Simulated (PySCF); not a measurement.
# Computed records: CH8Ge2O

Computed with PySCF 2.14.0. Calculation on a computer-drawn molecule: the log of a Hartree-Fock and frozen-core CCSD(T) single point meant for a local Hartree-Fock minimum, with one planted fault or none, to be diagnosed. Offsets are logged minus clean, where the clean run is the same molecule without the fault. The reference is restricted for singlets and unrestricted otherwise, and also for a bond in bohr or an excited solution. Adding or removing an electron swaps singlet and doublet. The excited solution moves the top pair (singlet) or top alpha electron (doublet) to the lowest empty orbital. Highest occupied and lowest empty are orbital energies over both spins, largest force is the largest gradient component, triples share is (T) over the correlation energy, the T1 limit is 0.02 restricted and 0.045 unrestricted, electrons count all cores, a negative frequency is imaginary (commonest isotopes), and the dipole is about the centre of nuclear charge; on germanium a core potential holds 10 electrons, which the energies leave out, and 3d is frozen in MP2 and coupled-cluster steps.

### CH8Ge2O

Logged structure:
```xyz
12
CH8Ge2O
O     -0.6173    -0.3431    -0.6501
C      0.5361    -1.1069    -1.1352
Ge     0.9342    -2.4699     0.3279
Ge     2.0831     0.1482    -1.5936
H     -0.9766     0.2070    -1.3714
H      0.2671    -1.6927    -2.0639
H      2.1808    -3.3499    -0.0935
H     -0.3215    -3.4051     0.5270
H      1.2591    -1.7234     1.6792
H      3.2431    -0.6290    -2.3361
H      1.5248     1.2833    -2.5488
H      2.6555     0.8230    -0.2862
```

| Property | Result |
| --- | --- |
| meant charge | 0 |
| meant multiplicity | 1 |
| meant basis | cc-pVDZ |
| meant basis and core potential on germanium | cc-pVDZ-PP ECP10MDF |
| logged electrons | 86 |
| logged basis functions | 114 |
| logged SCF converged | yes |
| logged spin squared | 0 |
| logged highest occupied | -10.37 eV |
| logged lowest empty | 3.5951 eV |
| logged largest force | 0.029444 hartree/bohr |
| logged T1 diagnostic | 0.011291 |
| logged D1 diagnostic | 0.02771 |
| logged triples share | 0.026718 |
| logged CC converged | yes |
| logged dipole magnitude | 1.5912 debye |
| logged SCF stable within its kind | yes |
| logged energy HF | -704.09247 hartree |
| logged energy CCSD(T) | -704.70753 hartree |
| possible faults | no fault, one electron removed, one electron added, multiplicity raised by two, geometry at a saddle point, SCF held on an excited solution, minimal basis STO-3G, one bond length entered in bohr, all coordinates scaled |
| planted fault | all coordinates scaled, by +3.1 % |
| HF energy offset from clean run | 6.113 kcal/mol |
| CCSD(T) energy offset from clean run | 1.895 kcal/mol |

Drawn bonds:
| atom | other atom | order |
| --- | --- | --- |
| 1 | 2 | 1 |
| 2 | 3 | 1 |
| 2 | 4 | 1 |
| 1 | 5 | 1 |
| 2 | 6 | 1 |
| 3 | 7 | 1 |
| 3 | 8 | 1 |
| 3 | 9 | 1 |
| 4 | 10 | 1 |
| 4 | 11 | 1 |
| 4 | 12 | 1 |
